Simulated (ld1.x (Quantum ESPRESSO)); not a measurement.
## bromine (Br), PAW: configuration errors across variants

ld1.x (Quantum ESPRESSO) 7.5 input, shortened:

```
&input
   title='Br', zed=35., rel=1, dft='PBE', iswitch=3,
   config='[Ar] 3d10 4s1.75 4p5.25'
 /
 &inputp
   pseudotype=3, lpaw=.true., tm=.true., lloc=-1, rcloc=0.50,
   nlcc=.true., new_core_ps=.true.,
   which_augfun='PSQ', rmatch_augfun_nc=.true.
 /
6
4S  1  0   1.75   0.00  1.15  1.45  0.0
4S  1  0   0.00   1.20  1.15  1.45  0.0
3P  2  1   6.00   0.00  0.75  0.85  0.0
4P  3  1   5.25   0.00  0.75  0.85  0.0
3D  3  2  10.00   0.00  0.45  0.50  0.0
3D  3  2   0.00  -1.80  0.45  0.50  0.0
 &test
   configts(1)='3p6 3d10 4s1.75 4p5.25'
 /
```

All-electron excitation energies from the reference (eV): (1) 3p6 3d10 4s2 4p5 -3.075; (2) 3p6 3d10 4s2 4p4 9.479; (3) 3p6 3d10 4s2 4p3 32.240; (4) 3p6 3d10 4s2 4p2 66.222; (5) 3p6 3d10 4s2 4p5.3 -5.038; (6) 3p6 3d10 4s1 4p5 22.483; (7) 3p6 3d10 4s1 4p6 9.296.

The default core radius of the base comes out at 0.25 bohr.

On the changes marked as counting shells twice: ld1.x takes every shell without a wave as core, so the model core holds the marked electrons as well and exchange and correlation see them twice. This cancels in the reference configuration, but the file is broken for other ones, and its errors say nothing about a proper core correction.

The overlap operator is not positive definite (basis up to 400 Ry) in “base”, “wave 3d channel at -1.8 Ry: rcut 0.45, rcutus 0.50 bohr becomes 3d channel at -0.71 Ry: rcut 0.45, rcutus 0.50 bohr”, “local potential all-electron potential smoothed inside 0.66 bohr (lloc = -1)”, “local potential all-electron potential smoothed inside 0.70 bohr (lloc = -1)”, “waves 3p (bound): rcut 0.66, rcutus 0.70 bohr; 4p (bound): rcut 0.66, rcutus 0.70 bohr”, “core correction Bessel-smoothed model core inside 0.54 bohr”, “all radii but the core radius scaled by about 1.08 (s 1.56, p 0.92, d 0.54 bohr, rcut 1.24/0.80/0.48); local potential all-electron potential smoothed inside 0.54 bohr (lloc = -1)”, “waves 3d (bound): rcut 0.38, rcutus 0.40 bohr; 3d channel at -1.8 Ry: rcut 0.38, rcutus 0.40 bohr”. Such files are unfit for use, however small their errors in these radial tests.

4 further variants failed, have other tests or too few solved ones, and are left out.

A true bound ghost makes a file unfit for plane-wave use even where its test errors are small: the radial tests pick states by their node count and pass the ghost by.

Errors AE − PS in meV (a dash: test not solved or not reliable):

```tsv
change	(1)	(2)	(3)	(4)	(5)	(6)	(7)	bound ghosts
base	+0.4	-0.9	-3.4	-7.6	+0.5	-1.8	-0.7	s (p not tested, overlap not positive)
wave 3d channel at -1.8 Ry: rcut 0.45, rcutus 0.50 bohr becomes 3d channel at -0.71 Ry: rcut 0.45, rcutus 0.50 bohr	+0.4	-0.9	-3.4	-7.6	+0.5	-1.8	-0.7	s (p not tested, overlap not positive)
local potential all-electron potential smoothed inside 0.66 bohr (lloc = -1)	+1.8	+0.5	-2.4	-7.4	+1.9	-5.9	-4.6	s (p not tested, overlap not positive)
local potential all-electron potential smoothed inside 0.70 bohr (lloc = -1)	+0.7	-0.6	-3.1	-7.3	+0.9	-3.0	-1.9	s (p not tested, overlap not positive)
waves 3p (bound): rcut 0.66, rcutus 0.70 bohr; 4p (bound): rcut 0.66, rcutus 0.70 bohr	+0.7	-0.1	-1.8	-4.9	+0.8	–	–	s (p not tested, overlap not positive)
core correction Bessel-smoothed model core inside 0.54 bohr	+0.3	-0.9	-3.4	-7.6	+0.5	-1.8	-0.8	s (p not tested, overlap not positive)
all radii but the core radius scaled by about 1.08 (s 1.56, p 0.92, d 0.54 bohr, rcut 1.24/0.80/0.48); local potential all-electron potential smoothed inside 0.54 bohr (lloc = -1)	+0.5	-0.5	-2.4	-5.3	+0.7	-2.1	-1.3	not determined (overlap not positive)
waves 3d (bound): rcut 0.38, rcutus 0.40 bohr; 3d channel at -1.8 Ry: rcut 0.38, rcutus 0.40 bohr	-0.1	-1.6	-4.4	-9.0	+0.1	+0.1	+1.3	s (p not tested, overlap not positive)
```

Task: Give the same row for: type TM semilocal; waves now 4s (bound): rc 1.45 bohr; 3d (bound): rc 0.50 bohr; 3p (bound): rc 0.85 bohr; local potential the p channel (4p counted twice).

Result: -46, -393, -1072, -2133, -0.1, -162, +133; bound ghosts: not determined. ld1.x takes every shell without a wave as core, so the model core holds the 4p electrons as well and exchange and correlation see them twice. This cancels in the reference configuration, but the file is broken for other ones, and its errors say nothing about a proper core correction.
